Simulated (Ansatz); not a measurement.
Frontier orbitals of `[SiH3][NH][AlH][Cl]`.

```xyz
9

Si   -0.493    0.188    1.324
N     0.053    0.605   -0.266
Al    0.615   -0.385   -1.623
Cl    0.682   -2.464   -1.396
H     0.360    0.813    2.373
H    -1.890    0.648    1.558
H    -0.432   -1.287    1.455
H     0.048    1.601   -0.452
H     1.056    0.281   -2.975
```

The species carries charge 0 and has multiplicity 1. The structure was optimised at the PBE0-D4/def2-TZVP level. It is one conformer, not always the lowest. Basis def2-TZVPP, the Gaussian-basis code of Ansatz.

```csv
functional,HOMO (eV),LUMO (eV),gap (eV)
PBE,-6.61,-1.52,5.09
BLYP,-6.48,-1.39,5.09
PBE0,-7.92,-0.75,7.17
r2SCAN0,-8.13,-0.54,7.59
BHLYP,-9.14,0.02,9.16
ωB97X-V,-10.33,1.15,11.48
ωB97M-V,-10.21,0.86,11.07
HF,-11.13,1.95,13.08
```

From PBE to PBE0 the HOMO moves by −1.31 eV and the LUMO by +0.77 eV, and with ωB97M-V by −3.59 and +2.38 eV, so the gap grows from 5.09 to 11.07 eV with exact exchange. A positive LUMO is unbound and depends on the basis.
